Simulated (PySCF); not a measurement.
Zn(SMe)(SeH) (CH4SSeZn), SMILES [Zn]([S]C)[SeH].

Coordinates come from a PBE0-D3(BJ)/def2-SVP optimisation. The structure was generated by enumeration; whether it is a known compound was not checked. One conformer was computed; it need not be the lowest.

Computed with C-PCM-ωB97X/def2-SVP (PySCF).

The values are the electrostatic part of the solvation free energy, E(continuum) − E(gas) at the gas-phase geometry, in a cavity of scaled van der Waals radii (PySCF's table); cavitation and dispersion terms are not included. A continuum can't describe solvent molecules that bind to the metal. In vacuum the orbital gap is 10.11 eV. The dipole moment in vacuum is 1.45 D.

```json
[
 {"solvent": "water", "ε": "78.36", "ΔG(elec) (kcal/mol)": "___", "dipole (D)": "___", "gap (eV)": "___"},
 {"solvent": "toluene", "ε": "2.37", "ΔG(elec) (kcal/mol)": "-8.7", "dipole (D)": "1.63", "gap (eV)": "10.37"},
 {"solvent": "chloroform", "ε": "4.71", "ΔG(elec) (kcal/mol)": "-12.5", "dipole (D)": "1.71", "gap (eV)": "10.49"}
]
```

Question: Complete the blanks. (Estimate from the structure and the level; the computed values follow.)

Answer: 
- water, ΔG(elec) (kcal/mol): -16.5
- water, dipole (D): 1.80
- water, gap (eV): 10.62
